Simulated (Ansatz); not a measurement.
Computed with Ansatz on PBE0-D4/def2-TZVP structures; ΔE is electronic, products minus reactants. CCSD(T)/CBS adds triple-zeta CCSD(T) − MP2 to the extrapolated MP2 energy (def2 sets, frozen cores). DFT in def2-TZVPP. B3LYP here is the variant with VWN-RPA as its local correlation; programs differ in this. One conformer a species, not always the lowest.

Consider the isomerisation: `O[SiH]1CCC1` → `CC(C)[Si]O`.

**Question.** Is it downhill or uphill in electronic energy at CCSD(T)/CBS, and by how much? (An estimate is asked.)

**Answer.** Ansatz gave: Uphill: ΔE = +85.0 kJ/mol.

**Question.** What do these levels give: PBE-D4, B3LYP-D4, ωB97M-V, SCS-MP2/def2-TZVPP, HF/def2-QZVPP, SCS-MP2/def2-QZVPP? (Estimate.)

**Answer.** Computed: PBE-D4 78.8, B3LYP-D4 72.9, ωB97M-V 81.2, SCS-MP2/def2-TZVPP 90.6, HF/def2-QZVPP 91.0, SCS-MP2/def2-QZVPP 93.2 kJ/mol.

Largest T1 diagnostic among the species: 0.013.

From PBE to PBE0 (25 % exact exchange), in def2-TZVPP and without D4, ΔE moves by +13.1 kJ/mol.
